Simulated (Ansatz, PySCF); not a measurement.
Energy difference 5 R1 + R2 → P1 + 2 P2 + P3 + 2 P4, each structure at its B3LYP-D3(BJ)/def2-TZVP stationary point, reached from a drawn start (curvature not checked).
P1: CH4 (SMILES C), charge 0, multiplicity 1.
R1: H2 (SMILES [H][H]), charge 0, multiplicity 1.
P2: HCl (SMILES Cl), charge 0, multiplicity 1.
P3: NH3 (SMILES N), charge 0, multiplicity 1.
P4: SiH4 (SMILES [SiH4]), charge 0, multiplicity 1.
R2, CH7Cl2NSi2 (SMILES C[Si](Cl)(Cl)N[SiH3]) (charge 0, multiplicity 1):
```xyz
13

Si    -0.6776     0.1679     0.6059
N      0.7029    -0.5210    -0.1176
Si     2.2898     0.1608    -0.3582
C     -2.2522    -0.1931    -0.2956
Cl    -0.3274     2.1992     0.6709
Cl    -0.9104    -0.4860     2.5572
H      0.6400    -1.5123    -0.3087
H      3.1447    -0.9509    -0.8341
H      2.2676     1.2339    -1.3755
H      2.8453     0.7133     0.8963
H     -3.1014     0.2613     0.2153
H     -2.2000     0.1980    -1.3126
H     -2.4210    -1.2711    -0.3432
```

P less R. No zero-point or thermal terms. One arrangement of each flexible species, with no search for the lowest.

Programs: Ansatz (a quantum-chemistry and plane-wave program) with Gaussian orbitals; PySCF for the D3/D4 terms. Each number belongs to the level named beside it.

### Question
Give the reaction energy at the level B3LYP/def2-TZVPP.

### Answer
165 kJ/mol

### Question
Predict the reaction energy from B97M-V/def2-TZVPP.

### Answer
206 kJ/mol

### Question
Estimate the reaction energy that r2SCAN-D3(BJ)/def2-TZVPP returns for this input.

### Answer
233 kJ/mol
